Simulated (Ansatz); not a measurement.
Ansatz results at the PBE0-D4/def2-TZVP geometry: HOMO–LUMO gap (PBE0/def2-TZVPP) 8.48 eV; HOMO–LUMO gap (B3LYP/def2-TZVPP) 7.94 eV; HOMO energy (PBE/def2-TZVPP) -6.54 eV.

Each molecule was computed in one conformer, which needn't be the lowest.

Task: Which molecule gave them?
A. `C[Si](C)(C)[O][Ge]([CH3])([CH3])[Cl]`
B. `C#[C][GeH2][C]#C`
C. `[CH3][Ge]([CH3])([CH3])[C]#N`
D. `[SH][Ge]([SH])([SH])[SH]`

Result: A. The others give `[SH][Ge]([SH])([SH])[SH]`: 6.29, 5.76, -6.39; `C#[C][GeH2][C]#C`: 8.01, 7.55, -6.96; `[CH3][Ge]([CH3])([CH3])[C]#N`: 9.13, 8.65, -7.54.

B3LYP here is the variant with VWN-RPA as its local correlation; programs differ in this.
